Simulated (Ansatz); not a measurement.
HIMg (SMILES [MgH][I]) moved off its minimum; all values from Ansatz (an electronic-structure program), cores frozen in correlated methods. Elements past Kr take the def2 small-core potentials, without spin–orbit coupling.
(charge 0, multiplicity 1)
```xyz
3

Mg    -0.00798     0.00443    -2.00826
H     -0.01093     0.03450    -3.70394
I     -0.00651     0.01381     0.50710
```

Q: Give the forces (eV/Å), the total energy and the dipole at CCSD(T)/def2-TZVPPD.

A: 
| atom | Fx | Fy | Fz |
|---|---|---|---|
| Mg1 | -0.001 | 0.017 | -0.537 |
| H2 | 0.001 | -0.012 | 0.031 |
| I3 | 0.001 | -0.006 | 0.506 |
Energy -497.1214 hartree, dipole 1.11 D.
